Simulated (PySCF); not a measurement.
# Nitrogen: a sound run and one with changed settings

Sound run: N²⁺ [He] 2s2 2p1, N³⁺ [He] 2s2. All numbers are calculated (PySCF 2.14, the non-relativistic Hamiltonian (point nucleus), in def2-TZVP (5s3p2d1f, 31 functions)). In the sound run the correlated levels freeze 1s2. The sound run starts from symmetry-adapted Hartree-Fock orbitals and uses a fine grid where one is needed.

Changed run: basis STO-3G. This setting is unsound on purpose.

```
species   method  sound run (hartree)  changed run (hartree)  converged
    N²⁺      UHF            -52.81858              -52.12682        yes
    N²⁺    M06-L            -52.96152              -52.23903        yes
    N²⁺   M06-2X            -52.96150              -52.26729        yes
    N²⁺      MP2            -52.87400              -52.14900        yes
    N²⁺  CCSD(T)            -52.90193              -52.16878        yes
    N³⁺      UHF            -51.08045              -50.37155        yes
    N³⁺    M06-L            -51.19346              -50.45235        yes
    N³⁺   M06-2X            -51.21200              -50.49308        yes
    N³⁺      MP2            -51.12970              -50.40619        yes
    N³⁺  CCSD(T)            -51.16589              -50.43540        yes
```

Ionisation energy of N²⁺:

| method | sound run (eV) | changed run (eV) |
| --- | --- | --- |
| UHF | 47.297 | 47.763 |
| M06-L | 48.112 | 48.618 |
| M06-2X | 47.606 | 48.279 |
| MP2 | 47.465 | 47.424 |
| SCS-MP2 | 47.417 | 47.357 |
| CCSD | 47.212 | 47.168 |
| CCSD(T) | 47.240 | 47.168 |

A minimal basis cannot let orbitals breathe on ionisation and holds almost no correlation.

For comparison, NIST gives 47.445 eV between the lowest levels.
